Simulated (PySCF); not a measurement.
C3H3Cl2F.

```xyz
9

F     -1.9448    -0.5258    -1.0232
C     -1.3817     0.0020     0.0876
C     -0.7737     1.3760    -0.0046
C      0.1105     0.1628     0.1314
Cl     1.0416    -0.3635    -1.2692
Cl     0.9173    -0.1128     1.6843
H     -1.8848    -0.3121     1.0082
H     -0.8586     2.0515     0.8503
H     -0.7855     1.8452    -0.9920
```

Geometry: B3LYP-D3(BJ)/def2-SVP. The structure was generated by enumeration; whether it is a known compound was not checked.

These are PySCF with PBE0/pcSseg-1 values and carry that method's errors. Non-relativistic, no solvent.

### Question
Give the absolute GIAO shielding of each atom: isotropic value and principal components (ppm). (Estimate from the structure and the level; the computed values follow.)

### Answer

```tsv
atom	σ(iso)	σ11	σ22	σ33	span
F1	389.7	352.9	383.6	432.6	79.7
C2	106.4	61.3	81.7	176.4	115.1
C3	153.3	115.3	156.3	188.4	73.1
C4	109.5	68.8	100.2	159.4	90.6
Cl5	702.6	388.4	677.2	1042.2	653.9
Cl6	653.2	330.8	586.9	1041.8	711.0
H7	26.9	21.6	27.6	31.5	10.0
H8	29.8	24.6	27.3	37.4	12.8
H9	29.7	24.5	27.9	36.7	12.2
```
